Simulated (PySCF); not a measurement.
**Bromine: highly charged ions in a basis for the neutral atom**

Br¹²⁺ [Ar] 3d5, Br¹³⁺ [Ar] 3d4. Calculation: PySCF 2.14, in cc-pVTZ-PP with ECP10MDF (5s4p3d1f, 39 functions); a scalar-relativistic core potential. No spin-orbit coupling, so a gap to NIST mixes the basis error with missing relativistic terms.

Changed run: basis of the neutral atom used for a highly charged ion. This setting is unsound on purpose.

```
species  method  sound run (hartree)  changed run (hartree)  converged
  Br¹²⁺     UHF              not run             -352.75043        yes
  Br¹²⁺   B3LYP              not run             -353.31825        yes
  Br¹²⁺     PBE              not run             -353.26440        yes
  Br¹³⁺     UHF              not run             -337.83432        yes
  Br¹³⁺   B3LYP              not run             -338.37636        yes
  Br¹³⁺     PBE              not run             -338.31681        yes
```

Ionisation energy of Br¹²⁺:

| method | changed run (eV) | NIST (eV) |
| --- | --- | --- |
| UHF | 405.89 | 393 ± 3 |
| B3LYP | 406.59 | 393 ± 3 |
| PBE | 406.74 | 393 ± 3 |

The contracted functions were made for the neutral atom and can be too rigid for a highly charged ion.
